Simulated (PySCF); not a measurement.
This script is equivalent to a calculation on Se(3+) (selenium, charge +3).

```python
from pyscf import gto, scf, dft, mp, cc
import basis_set_exchange as bse
txt = bse.get_basis("aug-cc-pwCVTZ-PP", elements=["Se"], fmt="nwchem", header=False)
cut = txt.index("\nECP")
mol = gto.M(atom="Se 0 0 0", charge=3, spin=1, symmetry="D2h",
            basis=gto.basis.parse(txt[:cut]),
            ecp={"Se": gto.basis.parse_ecp(txt[cut:])})
mf = dft.UKS(mol, xc="WB97X_V")
mf.irrep_nelec = {'Ag': (4, 4), 'B1g': (1, 1), 'B2g': (1, 1), 'B3g': (1, 1), 'B1u': (1, 1), 'B2u': (2, 1), 'B3u': (1, 1)}
mf.kernel()
```

(1) What total energy does it give?

(2) Which occupied shell lies highest, and where?

(3) What is ⟨S²⟩, and what would a pure spin state give?

Energies and moments cover only the electrons outside the core potential.

Answers

(1) -370.822 hartree (calculated).

(2) 4p α, at -40.798 eV.

(3) 0.752, against 0.75.
